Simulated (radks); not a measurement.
The numbers below are computed, except where a source is named.
The iodine anion I-, [Xe], held by a Watson sphere: a shell of charge +0.72 at radius R that stands for the Madelung well of a crystal (potential energy -0.72/R inside, -0.72/r outside, in hartree with lengths in bohr). Level of theory: scalar-relativistic Kohn-Sham, LDA (Slater exchange, VWN5 correlation), spin-unpolarised, spherical densities, finite nucleus; Fermi nuclear charge, rms radius of each element as measured or else 0.836 A^(1/3) + 0.57 fm (a radial shooting solver on a logarithmic mesh with Libxc functionals). Response by self-consistent Sternheimer equations with the Hartree and adiabatic LDA kernel, the relativistic mass of each level held fixed and spin-orbit coupling left out. The sphere does not respond.

R (bohr),e(4d) (eV),e(5s) (eV),e(5p) (eV),<r> 5p (bohr),sum of <r^2> (bohr^2),X-ray form factor at sin(theta)/lambda = 0.2 1/angstrom,alpha (bohr^3)
3.53,-46.914,-14.769,-4.840,2.609,74.40,42.318,51.78
3.72,-46.810,-14.630,-4.708,2.620,74.92,42.315,53.66
4.11,-46.592,-14.357,-4.443,2.640,75.84,42.312,57.40
4.74,-46.244,-13.957,-4.043,2.663,76.97,42.312,62.94
4.93,-46.142,-13.846,-3.930,2.668,77.23,42.312,64.45
5.22,-45.992,-13.685,-3.767,2.675,77.58,42.313,66.60
5.7,-45.759,-13.439,-3.517,2.683,78.05,42.314,69.74
5.74,-45.740,-13.420,-3.498,2.684,78.08,42.314,69.98
